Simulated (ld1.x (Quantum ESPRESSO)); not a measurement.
**strontium: RRKJ pseudisation with PBEsol, scalar-relativistic reference atom.**

| Item | Value |
| --- | --- |
| Element | Sr (Z = 38) |
| Generator | ld1.x (Quantum ESPRESSO) 7.5 |
| Type | norm-conserving RRKJ (Kleinman–Bylander form) |
| Functional | PBEsol |
| Relativity | scalar-relativistic |
| Frozen core | [Ar] 3d10 |
| Valence charge | 10 |
| Reference configuration | 4s2 4p6 4d0 5s1.5 5p0.5 |
| Partial waves | 4p (bound): rc 2.15 bohr; 4d (bound, empty): rc 2.55 bohr; 4s (bound): rc 1.20 bohr |
| Local potential | the s channel |
| Core correction | Bessel-smoothed model core inside 1.15 bohr |
| rho0 | 0.005 |

Occupied shells without a wave of their own: 5p, 5s. They enter only through the test configuration that unscreens the potential, and ld1.x also counts them in the model core charge.

**Question.** Does the generator finish with these settings?

**Answer.** No. ld1.x (Quantum ESPRESSO) 7.5 stopped with "run_pseudo: Errors in PS-KS equation": the pseudo-atom solver did not find the valence states with the expected number of nodes, which is the usual sign of a ghost state. Before that it printed "Warning: n=3, l=1 expected 1 nodes, found 2".
